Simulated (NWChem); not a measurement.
System: SbH, triplet; SMILES [SbH]

```xyz
2

Sb     0.0000     0.0000    -0.0125
H      0.0000     0.0000     1.7046
```
Atoms are numbered in this order, from 1.

The geometry was optimised at PBE0-D3(BJ)/def2-TZVP, spin-unrestricted. No stability test was run on the SCF state. def2 effective core potentials on Sb; no spin-orbit coupling.

### Question
List the 6 lowest vertical excitations from CAM-B3LYP/def2-SVPD with def2 effective core potentials on Sb, spin-unrestricted, TDA (NWChem).

### Answer
```tsv
state	energy (eV)	oscillator strength	<S²>
state 1	3.56	0.006	2.01
state 2	3.56	0.006	2.01
state 3	4.74	0.003	2.00
state 4	4.74	0.003	2.00
state 5	5.92	0.148	2.00
state 6	5.92	0.148	2.00
```
